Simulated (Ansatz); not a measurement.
Gas-phase electronic energies from Ansatz, PBE0-D4/def2-TZVP geometries. CCSD(T)/CBS is the MP2 limit (def2-TZVPP, def2-QZVPP) plus CCSD(T) − MP2 in def2-TZVPP, frozen cores. This one scheme is used for every species, atoms too. Functionals use def2-TZVPP. B3LYP here is the variant with VWN-RPA as its local correlation; programs differ in this. Open shells (•) are unrestricted, without spin–orbit coupling. Spin–orbit coupling would lower the free atoms: a little for C; clearly for Ge. For Ge outer-core shells are correlated without core-valence functions, so the limit isn't a true one: a few kJ/mol of doubt a bond, and 10 to 20 or more in all where bonds break to atoms. Scalar relativity is left out up to krypton.

`CC#[C][GeH3]` → 3 C• + Ge• + 6 H•  (atomization)

What is ΔE at CCSD(T)/CBS? (Best estimate.)

The calculation gave: +3732.2 kJ/mol.

What do these levels give: r2SCAN-D4, PBE0-D4, B3LYP-D4, ωB97X-V, PBE, PBE0, SCS-MP2/def2-TZVPP, CCSD/def2-TZVPP, HF/def2-QZVPP, MP2/def2-QZVPP, SCS-MP2/def2-QZVPP, MP2/CBS(def2)? (Best estimate.)

Ansatz gave: r2SCAN-D4 3738.2, PBE0-D4 3738.1, B3LYP-D4 3724.0, ωB97X-V 3732.4, PBE 3775.7, PBE0 3724.6, SCS-MP2/def2-TZVPP 3693.3, CCSD/def2-TZVPP 3603.7, HF/def2-QZVPP 2769.2, MP2/def2-QZVPP 3746.8, SCS-MP2/def2-QZVPP 3743.8, MP2/CBS(def2) 3777.4 kJ/mol.

Largest T1 diagnostic among the species: 0.012.

The D4 term adds +25.8 kJ/mol with B3LYP and +13.5 kJ/mol with PBE0; it sums over pairs of atoms, weighted by their polarisabilities, and B3LYP, whose exchange is more repulsive, gets the larger term. From PBE to PBE0 (25 % exact exchange), in def2-TZVPP and without D4, ΔE moves by −51.1 kJ/mol: exact exchange takes away binding that semilocal exchange gives to molecules. In def2-TZVPP, CCSD(T) changes the Hartree–Fock value by +891.7 kJ/mol (the triples alone add +55.7 kJ/mol) and MP2 by +936.9 kJ/mol; breaking electron pairs costs correlation energy, which Hartree–Fock lacks.

For atomizations the MP2-based limit and the directly extrapolated one differ by several kJ/mol either way, and by 10 to 25 for some Ge, Se and Sn compounds, so smaller differences from it don't rank the levels.
